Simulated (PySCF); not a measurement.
NICS in rings of unrelated molecules.

Definitions: NICS(0) = −σiso at the ring centroid; NICS(1) = −σiso and NICS(1)zz = −σzz at ±1 Å along the ring normal z. Level: GIAO PBE0/pcSseg-1 (PySCF, non-relativistic, gas phase) on the GFN2-xTB geometries, one conformer each. Atom numbers follow the mapped SMILES.

Task: Order these rings by mean NICS(1)zz, lowest (most negative) first (ppm).
A. ring C5–P6–C7–C8–C9–P11 in `[F:1][C:2]([F:3])([F:4])[c:5]1[p:6][cH:7][cH:8][c:9]([Cl:10])[p:11]1`
B. ring N6–C7–C8–O9–C10 in `[F:1][C:2]([F:3])([F:4])[CH2:5][n+:6]1[cH:7][cH:8][o:9][cH:10]1` (charge +1)
C. ring N3–C4–C5–C8–N9 in `[CH3:1][CH2:2][N:3]1[CH2:4][C@@H:5]([O:6][CH3:7])[CH:8]=[N:9]1`
D. ring C2–C3–C4–P5–C6 in `[SiH3:1][c:2]1[cH:3][cH:4][p-:5][cH:6]1` (charge -1)
E. ring C3–C5–Si6 in `[CH:1]#[C:2][C@:3]1([CH3:4])[CH2:5][SiH2:6]1`
F. ring C4–C5–Si9–Si10 in `[OH:1][CH2:2][CH2:3][C:4]1=[C:5]([CH:6]([Cl:7])[Cl:8])[SiH2:9][SiH2:10]1`
G. ring C3–C4–C5–C6–P7 in `[CH3:1][O:2][C:3]1=[CH:4][CH2:5][CH2:6][P@H:7]1=[O:8]`

Result: D (-31.5), B (-26.8), A (-23.2), E (-17.1), C (-4.6), G (-1.6), F (4.7).

```csv
SMILES,ring,NICS(0),NICS(1),NICS(1)zz,HOMA,rms pucker (Å),ring atoms with four or more neighbours
[SiH3]c1cc[p-]c1,5-membered ring with P; formal bonds all aromatic,-12.4,-11.9,-31.5,0.85,0.00,0
FC(F)(F)C[n+]1ccoc1,5-membered ring with N and O; formal bonds all aromatic,-12.7,-10.0,-26.8,0.72,0.00,0
FC(F)(F)c1pccc(Cl)p1,6-membered ring with 2 P; formal bonds all aromatic,-7.3,-9.9,-23.2,0.85,0.00,0
C#C[C@]1(C)C[SiH2]1,3-membered ring with Si; formal bonds all single,-29.0,-8.1,-17.1,–,0.00,3
CCN1C[C@@H](OC)C=N1,"5-membered ring with 2 N; formal bonds 1 double, 4 single",-3.5,-3.6,-4.6,–,0.03,2
COC1=CCC[P@H]1=O,"5-membered ring with P; formal bonds 1 double, 4 single",-5.1,-3.8,-1.6,–,0.12,3
OCCC1=C(C(Cl)Cl)[SiH2][SiH2]1,"4-membered ring with 2 Si; formal bonds 1 double, 3 single",-0.3,-2.9,4.7,–,0.00,2
```

NICS(0) gives another order. The isotropic NICS(1) gives another order. HOMA uses Krygowski's 1993 parameters; it is left out where a ring has a four-coordinate atom, a triple bond, no multiple bond or a kind of bond without parameters. NICS(1) and NICS(1)zz are means over the two faces.
